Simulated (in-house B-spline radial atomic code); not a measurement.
Ionisation energies with and without relativity, with size and susceptibility from the Dirac run. Dirac energy differences include first-order Breit, QED and recoil terms. NIST's values go from ground level to ground level; the uncertainty of those that are theory runs from under 0.1 % in few-electron ions to several per cent in heavy many-electron ones. Computed with a radial B-spline atomic code at the basis-set limit: non-relativistic Hartree-Fock and Dirac-Hartree-Fock, averages of the configuration (point nuclei without relativity, finite nuclei with it).

| ion | configuration | configuration after | ionisation non-relativistic (eV) | ionisation Dirac Breit and QED (eV) | tabulated value (eV) | tabulated kind | radius at density 0.001 (bohr) | diamagnetic susceptibility (10⁻⁶ cm³/mol) |
| --- | --- | --- | --- | --- | --- | --- | --- | --- |
| Mg5+ | [He] 2s2 2p3 | [He] 2s2 2p2 | 181.92 | 181.93 | 186.76 | semi-empirical | 1.757 | -1.7306 |
| Al5+ | [He] 2s2 2p4 | [He] 2s2 2p3 | ? | ? | ? | semi-empirical | ? | ? |
| Si5+ | [He] 2s2 2p5 | [He] 2s2 2p4 | ? | ? | ? | semi-empirical | ? | ? |
| P5+ | [He] 2s2 2p6 | [He] 2s2 2p5 | 219.15 | 219.15 | 220.43 | semi-empirical | 1.624 | -1.8646 |
| S5+ | [Ne] 3s1 | [He] 2s2 2p6 | 87.34 | 87.56 | 88.0529 | measured | 2.539 | -3.3865 |
| Cl5+ | [Ne] 3s2 | [Ne] 3s1 | 94.68 | 94.96 | 96.94 | semi-empirical | 2.589 | -4.4757 |
| Ar5+ | [Ne] 3s2 3p1 | [Ne] 3s2 | 90.12 | 90.15 | 91.29 | measured | 2.601 | -5.3744 |

(1) Fill in the row of Al5+.

(2) Fill in the row of Si5+.

## Answers

(1) ionisation non-relativistic (eV): 194.18; ionisation Dirac Breit and QED (eV): 194.19; tabulated value (eV): 190.49; radius at density 0.001 (bohr): 1.71; diamagnetic susceptibility (10⁻⁶ cm³/mol): -1.7974.

(2) ionisation non-relativistic (eV): 206.59; ionisation Dirac Breit and QED (eV): 206.60; tabulated value (eV): 205.279; radius at density 0.001 (bohr): 1.665; diamagnetic susceptibility (10⁻⁶ cm³/mol): -1.84.
